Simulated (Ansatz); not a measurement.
Basis-set extrapolation for `P[SiH]1CN1` (PBE0-D4/def2-TZVP geometry, frozen core, Ansatz 0.2.0). Multiplicity 1, RHF reference.

```tsv
	def2-TZVPP	def2-QZVPP
HF	-725.503304	-725.526877
MP2 correlation	-0.656654	-0.703279
CCSD(T) correlation	-0.734193	not run
```

Energies in hartree. Use E(X) = E(∞) + A·exp(−7.88·√X) for Hartree–Fock and E(X) = E(∞) + B·X^(−2.97) for correlation, with X = 3 and 4, and add CCSD(T) minus MP2 of the smaller set to the MP2 limit.

Problem. What is the CCSD(T) energy at the basis-set limit?

Solution. HF limit: -725.526877 + (-0.023573) × 0.13774 = -725.53012. MP2 limit: -0.703279 + (-0.046625) × 0.74074 = -0.73782. Higher-order term: -0.734193 − (-0.656654) = -0.07754. Total: -726.34548 hartree, 2.94 eV below CCSD(T)/def2-TZVPP.
